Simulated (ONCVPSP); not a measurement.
**What the settings do to the ONCV potential of samarium (Sm)**

Base potential:

ONCVPSP 4.0.1 input, shortened (lines: element, Z, core and valence counts, functional; n l f; lmax; l rc ep ncon nbas qcut; lloc lpopt rc5 dvloc0; l nproj debl; icmod fcfact rcfact), PBEsol, scalar-relativistic:

```
  Sm 62.00    9    4  -116133      upf
    1    0    2.00
    2    0    2.00
    2    1    6.00
    3    0    2.00
    3    1    6.00
    3    2   10.00
    4    0    2.00
    4    1    6.00
    4    2   10.00
    4    3    6.00
    5    0    2.00
    5    1    6.00
    6    0    2.00
    3
    0    2.70    0.00    4    7    4.40
    1    1.70    0.00    4    8    4.60
    2    2.40    0.02    3    6    4.50
    3    1.55    0.00    4    9    9.40
    4    5    1.45    3.00
    0    2    1.80
    1    2    3.80
    2    2    1.40
    3    3    0.50
    3    2.25    1.05
```

In the d channel the program set the typed energies aside and used 0.050, 1.450 Ha.

All-electron outer shells of the reference configuration (PBEsol, scalar-relativistic, ld1.x):

```tsv
shell	level (eV)	outermost node (bohr)	outermost maximum (bohr)
5s	-43.30	0.69	1.27
5p	-23.25	0.74	1.43
6s	-3.60	1.70	3.66
4f	-2.51	–	0.61
```

Cutoffs, loose and tight: the cutoffs (Ha) at which the residual kinetic energy of the hardest occupied pseudo-wave falls to 1 and 0.1 mHa per electron. They do not see the model core or the augmentation charge, which bear on the density cutoff. Test errors are all-electron minus pseudo excitation energies from the reference, over the configurations 4f6 5s2 5p6 6s1; 4f6 5s2 5p6 6s0; 4f5 5s2 5p6 6s0; 4f4 5s2 5p6 6s0. A dash means not determined; rows that change the core or the reference have their own tests.

A true bound ghost makes a file unfit for plane-wave use even where its test errors are small: the radial tests pick states by their node count and pass the ghost by.

```tsv
change	outcome	cutoff, loose	cutoff, tight	bound ghosts	GHOST(+) flags above zero	largest test error (meV)
base	generated, projector energies reset by the program	45 Ha	142 Ha	none	f	tests left out (the all-electron energies of this program are off by 10 to 40 meV for near-neutral 4f atoms)
f: rc 1.18; local potential polynomial inside 1.18 bohr (lpopt 5, dvloc0 3 Ha)	generated, projector energies reset by the program	254 Ha	373 Ha	s	p, f	tests left out (the all-electron energies of this program are off by 10 to 40 meV for near-neutral 4f atoms)
f: rc 1.52	generated, projector energies reset by the program	53 Ha	150 Ha	none	f	tests left out (the all-electron energies of this program are off by 10 to 40 meV for near-neutral 4f atoms)
f: rc 1.74	generated, projector energies reset by the program	39 Ha	68 Ha	none	none	tests left out (the all-electron energies of this program are off by 10 to 40 meV for near-neutral 4f atoms)
f: rc 2	generated, projector energies reset by the program	36 Ha	68 Ha	none	none	tests left out (the all-electron energies of this program are off by 10 to 40 meV for near-neutral 4f atoms)
f: rc 2.16	generated, projector energies reset by the program	36 Ha	68 Ha	none	none	tests left out (the all-electron energies of this program are off by 10 to 40 meV for near-neutral 4f atoms)
```

What comes out with this change to the base: f: rc 1.28; local potential polynomial inside 1.28 bohr (lpopt 5, dvloc0 3 Ha)?

outcome: generated, projector energies reset by the program; cutoff, loose: 208 Ha; cutoff, tight: 274 Ha; bound ghosts: none; GHOST(+) flags above zero: s, f; largest test error (meV): tests left out (the all-electron energies of this program are off by 10 to 40 meV for near-neutral 4f atoms).

Reading the sweep of the f radius (base included, trends over the rows without a ghost): The loose cutoff falls from 208 Ha at 1.28 to 36 Ha at 2.16 bohr. A larger radius leaves more room for a smooth pseudo-wave, so fewer plane waves are needed; a smaller one forces it to follow the all-electron wave where it bends sharply. Bound ghosts are found at 1.18 bohr.
